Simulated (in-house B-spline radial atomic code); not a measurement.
A radial electron density 4πr²n(r) was computed for an atom or ion in its tabulated ground configuration with a B-spline radial code for spherical atoms; method: non-relativistic B97-1, spin-polarised, spherical fractional occupations, exact exchange averaged over the configuration. Columns: r (bohr), 4πr²n(r) (electrons per bohr), bar.

```
 0.00145     2.38 #
 0.00175    3.358 ##
 0.00212    4.738 ##
 0.00257    6.639 ###
 0.00312    9.231 #####
 0.00377    12.58 ######
 0.00457    16.99 #########
 0.00554    22.53 ###########
 0.00671    29.22 ###############
 0.00813    36.94 ###################
 0.00985    45.28 #######################
  0.0119    53.39 ###########################
  0.0145    60.65 ###############################
  0.0175    65.25 #################################
  0.0212    66.74 ##################################
  0.0257    64.97 #################################
  0.0312    61.33 ###############################
  0.0377     58.8 ##############################
  0.0457    60.44 ###############################
  0.0554    67.79 ###################################
  0.0671    78.43 ########################################
  0.0813    86.44 ############################################
  0.0985     85.9 ############################################
   0.119    76.82 #######################################
   0.145    66.24 ##################################
   0.175    64.21 #################################
   0.212     70.3 ####################################
   0.257     73.2 #####################################
   0.312    62.04 ################################
   0.377     41.6 #####################
   0.457    26.28 #############
   0.554    24.22 ############
   0.671    27.82 ##############
   0.813    26.45 #############
   0.985    18.58 #########
    1.19    9.654 #####
    1.45    3.513 ##
    1.75   0.9661 
    2.12   0.1767 
    2.57  0.01989 
    3.12 0.001192
```

Q: Which atom or ion is it?
A. Xe7+
B. Sb7+
C. I7+
D. I8+

A: C. The area under the curve, ∫4πr²n dr = ∫r·4πr²n d(ln r) on this logarithmic grid, is 46 electrons, which only this option has. The configuration is [Kr] 4d10.
